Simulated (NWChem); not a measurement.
C[O][Ag]<-[PH3] (CH₆AgOP), optimised at PBE0/def2-SVP with NWChem:

```
Quantity                     Result
---------------------------  ------
highest occupied level (eV)   -5.42
orbital gap (eV)               4.80
dipole (D)                     7.20
```

All stand in one matching conformer (torsions within 35°), which need not be the lowest. For one or both, no frequency run checked for a minimum. def2 effective core potentials on Ag; no spin-orbit coupling.

### Question
One P atom is replaced by N, giving C[O][Ag]<-[NH3] (CH6AgNO), optimised at the same level. How do these values move?

### Answer
```
quantity                     new value  change
---------------------------  ---------  ------
highest occupied level (eV)      -5.12   +0.30
orbital gap (eV)                  4.46   -0.34
dipole (D)                        8.41   +1.21
```
